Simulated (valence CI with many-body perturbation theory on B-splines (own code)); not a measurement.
## Te²⁰⁺: electric-dipole lines

Computed by configuration interaction combined with many-body perturbation theory (CI+MBPT): four valence electrons over a frozen Dirac-Fock core [Ar] 3d10, radial functions for each j: 11 s, 11 p, 10 d, 8 f, 5 g, 2 h, with the one-electron correlation potential Σ1, the two-electron term Σ2, the three-electron term Σ3, Breit, model QED; selected CI, second order for the rest, scaled by the run's own slope (own B-spline code, finite nucleus).

No measured spectrum was set against this ion. As an estimate, levels hold to about 250 cm⁻¹ or 0.2 % of their energy and the worst to 1 %, as in measured heavy ions of charge 2 to 7; those with d or f electrons hold less well. Among the levels kept, up to 500 cm⁻¹ of a level comes from second order outside the variational space, and about a tenth of that is noise between levels of different J, which matters for small intervals.

Lines 151 to 200 of 567 in falling wavelength, among levels below 1937100 cm⁻¹, chosen from the strongest by gf and those to the six lowest levels. Wavelengths and rates use the calculated energies, so an error of 1000 cm⁻¹ moves a line at 178.9 Å by 0.18 % and its rate by three times that or more. Electric multipoles are in the length gauge, E1 and E2 with the static RPA response of the core. Weak lines are less certain than strong ones. Lines between different terms over intervals too small for the method are left out, as are lines whose strength nearly cancels. Where a level lies close to another of its J and parity, the split of strength between their lines is uncertain. The highest levels of a list are the least certain.

Names give the largest LS component (configuration and term), which can be under half, so a name can repeat, a term be missing and a line seem to break the LS rules; names also repeat where a configuration has a term twice. Letters in brackets count levels of one name in rising energy.

| λ vac (Å) | Upper | Lower | A (s⁻¹) | S (a.u.) |
| --- | --- | --- | --- | --- |
| 178.9 | 4s.4p2.4d 1D_2 [c] | 4s2.4p.4d 3D°_3 | 2.81e+10 | 3.97e-01 |
| 178.9 | 4p3.4d 3G°_4 | 4s.4p2.4d 5F_4 | 5.06e+09 | 1.29e-01 |
| 178.8 | 4p3.4d 3D°_3 [a] | 4s.4p2.4d 5F_4 | 9.46e+09 | 1.87e-01 |
| 178.4 | 4s.4p2.4d 3P_2 [b] | 4s2.4p.4d 3P°_2 [a] | 2.12e+10 | 2.96e-01 |
| 178.2 | 4p4 3P_2 | 4s.4p3 5S°_2 | 6.53e+09 | 9.12e-02 |
| 178.1 | 4s.4p2.4d 3D_3 [e] | 4s2.4p.4d 3F°_4 | 4.44e+10 | 8.67e-01 |
| 178.0 | 4p4 3P_1 | 4s.4p3 3D°_2 | 1.47e+10 | 1.23e-01 |
| 177.8 | 4s2.4p.4f 3D_3 | 4s2.4p.4d 1F°_3 | 1.24e+10 | 2.41e-01 |
| 177.4 | 4s.4p3 3S°_1 | 4s2.4p2 1D_2 | 8.71e+10 | 7.20e-01 |
| 176.4 | 4s2.4p.4d 3F°_3 | 4s2.4p2 3P_2 | 3.02e+08 | 5.73e-03 |
| 176.2 | 4p3.4d 3F°_4 [a] | 4s.4p2.4d 5F_4 | 6.68e+09 | 1.62e-01 |
| 176.1 | 4p3.4d 3G°_3 | 4s.4p2.4d 5F_3 [a] | 7.28e+09 | 1.37e-01 |
| 175.7 | 4p3.4d 5D°_1 | 4s.4p2.4d 5F_1 | 1.96e+10 | 1.58e-01 |
| 175.2 | 4s.4p2.4d 1D_2 [d] | 4s2.4p.4d 1F°_3 | 7.10e+10 | 9.42e-01 |
| 174.4 | 4s.4p3 1P°_1 | 4s2.4p2 3P_2 | 7.99e+10 | 6.28e-01 |
| 174.1 | 4s.4p2.4d 3D_3 [f] | 4s2.4p.4d 3F°_4 | 3.36e+10 | 6.12e-01 |
| 173.8 | 4p3.4d 5D°_2 | 4s.4p2.4d 5F_2 | 1.51e+10 | 1.95e-01 |
| 173.6 | 4s.4p2.4d 1D_2 [c] | 4s2.4p.4d 1D°_2 | 1.95e+10 | 2.51e-01 |
| 172.4 | 4s.4p2.4d 3D_2 [a] | 4s2.4p.4d 3F°_2 | 3.28e+10 | 4.15e-01 |
| 171.9 | 4s.4p.4d2 3H°_4 [a] | 4s.4p2.4d 3D_3 [b] | 7.13e+09 | 1.61e-01 |
| 171.9 | 4s.4p3 3S°_1 | 4s2.4p2 3P_1 | 2.94e+10 | 2.21e-01 |
| 171.3 | 4s.4p2.4d 3P_2 [b] | 4s2.4p.4d 3F°_3 | 1.02e+10 | 1.27e-01 |
| 170.6 | 4s.4p2.4d 3D_1 [a] | 4s.4p3 3P°_2 | 1.72e+10 | 1.27e-01 |
| 170.6 | 4s.4p2.4d 3P_1 [d] | 4s2.4p.4d 3P°_2 [b] | 5.26e+10 | 3.87e-01 |
| 169.5 | 4s2.4p.4d 3P°_2 [a] | 4s2.4p2 3P_2 | 4.34e+09 | 5.21e-02 |
| 169.2 | 4p3.4d 3D°_3 [c] | 4s.4p2.4d 3F_4 [b] | 6.63e+09 | 1.11e-01 |
| 167.7 | 4s.4p2.4f 5G°_4 | 4s.4p2.4d 3G_5 | 6.51e+09 | 1.36e-01 |
| 167.3 | 4s.4p3 3P°_2 | 4s2.4p2 1D_2 | 1.92e+07 | 2.22e-04 |
| 167.2 | 4s2.4p.4d 3D°_1 | 4s2.4p2 3P_2 | 8.35e+09 | 5.79e-02 |
| 166.7 | 4s.4p2.4d 3P_0 [c] | 4s2.4p.4d 3P°_1 | 8.53e+10 | 1.95e-01 |
| 166.5 | 4s.4p.4d2 3H°_4 [a] | 4s.4p2.4d 3G_4 | 5.37e+09 | 1.10e-01 |
| 164.7 | 4s2.4d2 1G_4 | 4s2.4p.4d 1F°_3 | 1.55e+10 | 3.08e-01 |
| 164.5 | 4s.4p.4d2 3G°_3 | 4s.4p2.4d 3D_2 [a] | 8.30e+09 | 1.28e-01 |
| 163.0 | 4s.4p.4d2 3H°_5 | 4s.4p2.4d 3G_4 | 7.17e+09 | 1.68e-01 |
| 162.8 | 4s.4p2.4d 1D_2 [a] | 4s2.4p.4d 3P°_2 [a] | 1.01e+10 | 1.07e-01 |
| 162.5 | 4s2.4d2 3F_3 | 4s2.4p.4d 1F°_3 | 9.89e+09 | 1.47e-01 |
| 162.3 | 4s.4p3 3P°_2 | 4s2.4p2 3P_1 | 6.16e+08 | 6.50e-03 |
| 162.2 | 4s.4p2.4f 5G°_4 | 4s.4p2.4d 3D_3 [b] | 7.25e+09 | 1.37e-01 |
| 161.2 | 4s.4p2.4d 3P_1 [a] | 4s.4p3 1D°_2 | 2.20e+10 | 1.36e-01 |
| 161.0 | 4s.4p3 3P°_1 | 4s2.4p2 3P_0 | 4.70e+09 | 2.90e-02 |
| 158.7 | 4s.4p.4d2 3H°_5 | 4s.4p2.4d 3F_4 [a] | 7.48e+09 | 1.62e-01 |
| 158.5 | 4s.4p.4d2 3H°_4 [a] | 4s.4p2.4d 3G_3 | 1.06e+10 | 1.87e-01 |
| 158.3 | 4s2.4p.4d 3F°_2 | 4s2.4p2 1D_2 | 2.16e+10 | 2.11e-01 |
| 158.1 | 4s.4p2.4d 5F_1 | 4s.4p3 5S°_2 | 9.53e+08 | 5.58e-03 |
| 156.2 | 4s.4p.4d2 3H°_4 [b] | 4s.4p2.4d 3G_3 | 8.03e+09 | 1.36e-01 |
| 155.9 | 4s2.4p.4f 3G_4 [a] | 4s2.4p.4d 3F°_4 | 1.65e+10 | 2.77e-01 |
| 155.7 | 4s2.4p.4d 3P°_1 | 4s2.4p2 1S_0 | 5.16e+08 | 2.89e-03 |
| 155.6 | 4s.4p2.4d 3P_2 [a] | 4s.4p3 3D°_3 | 1.12e+10 | 1.04e-01 |
| 155.3 | 4s.4p.4d2 3F°_2 | 4s.4p2.4d 3G_3 | 1.60e+10 | 1.48e-01 |
| 155.1 | 4s.4p2.4d 5F_2 | 4s.4p3 5S°_2 | 8.60e+09 | 7.92e-02 |
